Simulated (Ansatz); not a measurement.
Geometry optimisation, RKS PBE/6-31G* (Ansatz).

Input:

```yaml
crystal:
  periodic: [false, false, false]
  atoms:
    - { symbol: B, position_ang: [0.0, 0.0, 0.0] }
    - { symbol: O, position_ang: [0.0, 0.0, 1.41] }
    - { symbol: H, position_ang: [-0.9095, -0.2814, 1.7471] }
    - { symbol: O, position_ang: [1.2211, 0.0, -0.705] }
    - { symbol: H, position_ang: [1.5209, -0.9519, -0.8599] }
    - { symbol: Cl, position_ang: [-1.6108, 0.0, -0.93] }
basis:
  gaussian: { orbitals: "6-31G*" }
hamiltonian:
  xc: pbe
relax:
  f_tol: 0.02
  max_steps: 40
```

Launched with:

```bash
$ ansatz run input.yaml --threads 1 --pin off --max-ram 2048MiB --backend cpu --events-out ev --progress --plain --runs-dir out
```

Q: Where does it end, and by what steps?

A: The run converged. After 10 steps the energy has fallen by 0.612 eV; H5 moved furthest, 0.64 Å.

```
step  energy less start (eV)  largest force component (eV/Å)  accepted
   0                  0.0000                           1.391       yes
   1                 -0.0864                           2.442       yes
   2                 -0.1824                           1.232       yes
   3                 -0.2219                           0.641       yes
   4                 -0.3002                           0.535       yes
   5                 -0.4655                           1.039       yes
   6                 -0.4596                           2.082        no
   7                 -0.5546                           0.539       yes
   8                 -0.6039                           0.254       yes
   9                 -0.6112                           0.054       yes
  10                 -0.6116                           0.016       yes
```

```xyz
6
Properties=species:S:1:pos:R:3
B -0.093 -0.162 -0.104
O 0.051 -0.288 1.253
H -0.792 -0.134 1.721
O 0.965 -0.337 -0.946
H 1.765 -0.550 -0.425
Cl -1.675 0.238 -0.838
```

Run time: 18 s on 1 thread of Arm Neoverse V2 (shared host), peak memory 0.13 GiB.
